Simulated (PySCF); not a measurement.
Delta-SCF ions had no search for a lower state. Excitations are Tamm–Dancoff values on a coarser integration grid. The basis has no diffuse functions, so Rydberg states are missing or too high.

Z-matrix (Å, degrees):
```
C
C 1 1.3552
O 1 1.3564 2 130.14
H 3 0.9615 1 109.77 2 -0.01
O 2 1.3612 1 109.46 3 -179.99
C 5 1.3459 2 107.22 1 0.00
C 6 1.3518 5 111.12 2 0.00
H 2 1.0753 1 133.63 3 0.00
H 6 1.0759 5 116.15 2 180.00
H 7 1.0759 6 127.81 9 0.02
```
Charge 0, spin multiplicity 1.

Give the vertical ionisation energy (Delta-SCF), S1 excitation (TDA), dipole moment, HOMO and brightest of the four lowest singlets (TDA) at the level M06-2X/def2-TZVP (PySCF).


- vertical ionisation energy (Delta-SCF): 8.67 eV
- S1 excitation (TDA): 5.95 eV
- dipole moment: 0.89 D
- HOMO: -7.51 eV
- brightest of the four lowest singlets (TDA): 6.49 eV
